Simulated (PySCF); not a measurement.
disilylmethane (CH$_{8}$Si$_{2}$), singlet, geometry from GFN2-xTB; CCSD(T)/3-21G in PySCF.

Here is a job for PySCF.
```python
from pyscf import gto, scf, cc

mol = gto.Mole()
mol.atom = '''
    Si    1.469501    0.675243   -0.004315
    C     0.249959   -0.773362   -0.140745
    Si   -1.582865   -0.324499    0.068147
    H     2.839701    0.182994   -0.185178
    H     1.181014    1.668952   -1.040543
    H     1.358676    1.297376    1.316715
    H     0.513805   -1.524899    0.604684
    H     0.384534   -1.254531   -1.110514
    H    -1.982528    0.632796   -0.965442
    H    -1.804865    0.261220    1.391816
    H    -2.402995   -1.534148   -0.060719
'''
mol.basis = '3-21g'
mol.charge = 0
mol.spin = 0
mol.verbose = 4
mol.build()

mf = scf.RHF(mol)
mf.kernel()

mycc = cc.CCSD(mf)
mycc.direct = True
mycc.kernel()
et = mycc.ccsd_t()
print('E(CCSD(T)) = %.10f' % (mycc.e_tot + et))
mf.analyze()
```

It wrote (shortened):

```
PySCF version 2.14.0

[INPUT] verbose = 4
[INPUT] num. atoms = 11
[INPUT] num. electrons = 42
[INPUT] charge = 0
[INPUT] spin (= nelec alpha-beta = 2S) = 0
[INPUT] symmetry False subgroup None
[INPUT] Mole.unit = angstrom
[INPUT] Symbol           X                Y                Z      unit          X                Y                Z       unit  Magmom
[...]
nuclear repulsion = 150.449941345671
number of shells = 35
number of NR pGTOs = 93
number of NR cGTOs = 51
basis = 3-21g
ecp = {}

******** <class 'pyscf.scf.hf.RHF'> ********
method = RHF
initial guess = minao
damping factor = 0
level_shift factor = 0
DIIS = <class 'pyscf.scf.diis.CDIIS'>
diis_start_cycle = 1
diis_space = 8
diis_damp = 0
SCF conv_tol = 1e-09
SCF conv_tol_grad = None
SCF max_cycles = 50
direct_scf = True
direct_scf_tol = 1e-13
Set gradient conv threshold to 3.16228e-05
Initial guess from minao.
init E= -616.517672189622
[...]
cycle= 1 E= -617.053538409415  delta_E= -0.536  |g|= 0.214  |ddm|= 2.51
[...]
cycle= 2 E= -617.075768078291  delta_E= -0.0222  |g|= 0.051  |ddm|= 0.439
[...]
cycle= 3 E= -617.077179108422  delta_E= -0.00141  |g|= 0.00932  |ddm|= 0.134
[...]
cycle= 4 E= -617.077214177863  delta_E= -3.51e-05  |g|= 0.00272  |ddm|= 0.0212
[...]
cycle= 5 E= -617.077216782528  delta_E= -2.6e-06  |g|= 0.00054  |ddm|= 0.00535
[...]
cycle= 6 E= -617.077216962436  delta_E= -1.8e-07  |g|= 0.000113  |ddm|= 0.00159
[...]
cycle= 7 E= -617.077216972258  delta_E= -9.82e-09  |g|= 1.68e-05  |ddm|= 0.000351
[...]
cycle= 8 E= -617.07721697249  delta_E= -2.32e-10  |g|= 2.38e-06  |ddm|= 5.35e-05
[...]
Extra cycle  E= -617.077216972496  delta_E= -5.91e-12  |g|= 8.39e-07  |ddm|= 4.81e-06
converged SCF energy = -617.077216972496

******** <class 'pyscf.cc.ccsd.CCSD'> ********
CC2 = 0
CCSD nocc = 21, nmo = 51
max_cycle = 50
direct = 1
conv_tol = 1e-07
conv_tol_normt = 1e-05
diis_space = 6
diis_start_cycle = 0
diis_start_energy_diff = 1e+09
Init t2, MP2 energy = -617.295324706457  E_corr(MP2) -0.218107733961164
Init E_corr(CCSD) = -0.218107733961524
cycle = 1  E_corr(CCSD) = -0.248317305693345  dE = -0.0302095717  norm(t1,t2) = 0.0531452
cycle = 2  E_corr(CCSD) = -0.258573824350846  dE = -0.0102565187  norm(t1,t2) = 0.0201188
cycle = 3  E_corr(CCSD) = -0.264039410273934  dE = -0.00546558592  norm(t1,t2) = 0.00849725
cycle = 4  E_corr(CCSD) = -0.264136224965886  dE = -9.6814692e-05  norm(t1,t2) = 0.00119067
cycle = 5  E_corr(CCSD) = -0.264062400681587  dE = 7.38242843e-05  norm(t1,t2) = 0.00038163
cycle = 6  E_corr(CCSD) = -0.264072441549915  dE = -1.00408683e-05  norm(t1,t2) = 8.48992e-05
cycle = 7  E_corr(CCSD) = -0.264075149565461  dE = -2.70801555e-06  norm(t1,t2) = 2.20862e-05
cycle = 8  E_corr(CCSD) = -0.264075310488788  dE = -1.60923327e-07  norm(t1,t2) = 6.34879e-06
cycle = 9  E_corr(CCSD) = -0.264075295808107  dE = 1.46806817e-08  norm(t1,t2) = 2.01967e-06
CCSD converged
E(CCSD) = -617.3412922683044  E_corr = -0.2640752958081065
CCSD(T) correction = -0.00546495142915619
E(CCSD(T)) = -617.3467572197
**** SCF Summaries ****
Total Energy =                        -617.077216972496331
Nuclear Repulsion Energy =             150.449941345671135
One-electron Energy =                -1153.158879321016229
Two-electron Energy =                  385.631721002848735
Two-electron Coulomb Energy =          434.299536866318419
DFT Exchange-Correlation Energy =      -48.667815863469684
HOMO-LUMO gap [eV] =                    15.796277459629101
**** MO energy ****
[...]
 ** Mulliken pop on meta-lowdin orthogonal AOs  **
 ** Mulliken pop  **
 ** Mulliken atomic charges  **
charge of    0Si =      0.56510
charge of    1C =     -0.66614
charge of    2Si =      0.56510
charge of    3H =     -0.11374
charge of    4H =     -0.11637
charge of    5H =     -0.11637
charge of    6H =      0.11445
charge of    7H =      0.11445
charge of    8H =     -0.11637
charge of    9H =     -0.11637
charge of   10H =     -0.11374
Dipole moment(X, Y, Z, Debye):  0.16826, -0.52058, -0.09474
```
